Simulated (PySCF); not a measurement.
C7H7 (doublet state).
Geometry (GFN2-xTB, Å), atoms numbered from 1 in this order:
```
atom  x, y, z in Å
C1     2.008    1.615    0.178
C2     1.379    0.595    0.258
C3     0.619   -0.598    0.344
C4     1.215   -1.790    0.303
C5    -0.850   -0.442    0.477
C6    -1.439    0.680    1.223
C7    -1.530    0.734   -0.227
H8     2.570    2.498    0.115
H9     2.284   -1.881    0.213
H10    0.651   -2.705    0.365
H11   -1.366   -1.401    0.510
H12   -2.188    0.697    1.985
H13   -0.866    1.402   -0.763
H14   -2.486    0.597   -0.723
```

The hyperfine couplings belong to this conformer and change with its torsions.

The species is `C#CC(=C)[C@H]1[CH]C1` [radical].

Theory: UKS B3LYP, pcH-1 on C H, non-relativistic, mean-field spin-orbit, GIAO in PySCF 2.14.0. The structure is a single GFN2-xTB conformer in the gas phase; no vibrational or solvent corrections. The geometry wasn't refined by DFT: couplings that depend on bond lengths, twists or pyramidal angles can differ widely from those at the functional's own minimum. Stability of the SCF solution: not tested.

Problem. What is the g tensor, term by term?

Solution. 
```
                    Δg (ppm)     1     2     3
relativistic mass correction  -145  -145  -145
            gauge correction    26     8    19
   orbital Zeeman/spin–orbit   -15   627   854
                       total  -134   490   728
```

So g = 2.00219, 2.00281, 2.00305 and g_iso = 2.00268; the tensor is rhombic: the two nearest values differ by 28 % of g3 − g1. 

Problem. Average each term over the three axes. Which is largest in size?

Solution. The orbital-Zeeman/spin–orbit term 489, the mass correction -145 and the gauge correction 18 ppm, for a total of 362 ppm. The orbital-Zeeman/spin–orbit term is the largest in size. The mass correction is the same along every axis, so the anisotropy comes from the other two: their spans along these axes are 17 (gauge) and 869 ppm (orbital Zeeman/spin–orbit).

Problem. At 9.458 GHz, how far is the centre of the isotropic spectrum from where a free electron (g = 2.002319) resonates?

Solution. B = hν/(g μB) with μB/h = 13.99624 MHz/mT gives 337.48 mT for the free electron and 337.42 mT at g_iso, 0.06 mT lower.

Problem. What effective moment and Curie constant follow for a powder?

Solution. With the mean of g² = 4.0107 and S(S+1) = 0.75: μ_eff = √(⟨g²⟩S(S+1)) = 1.734 μB and χT = 0.12505·⟨g²⟩·S(S+1) = 0.376 cm³ K/mol (cgs; spin-Hamiltonian part alone).

Problem. In a frozen sample, at which fields do the three g values resonate at 9.5, 34, 94 and 263 GHz (hyperfine left aside), and which band first spreads them over more than twice a line width of 0.3 mT?

Solution. 
| band | GHz | B(g3) mT | B(g2) mT | B(g1) mT | spread mT |
| --- | --- | --- | --- | --- | --- |
| X | 9.5 | 338.86 | 338.90 | 339.01 | 0.15 |
| Q | 34.0 | 1212.76 | 1212.91 | 1213.29 | 0.52 |
| W | 94.0 | 3352.93 | 3353.33 | 3354.38 | 1.44 |
| J | 263.0 | 9381.08 | 9382.20 | 9385.12 | 4.04 |

The spread grows in proportion to the frequency. W band is the first where it exceeds 0.6 mT.

The largest Mulliken spin population is on C6 (+0.97). The angles at C6 add up to 325.8°, so it is pyramidal.

The HOMO–LUMO gaps are 5.20 eV among the α and 4.52 eV among the β orbitals.
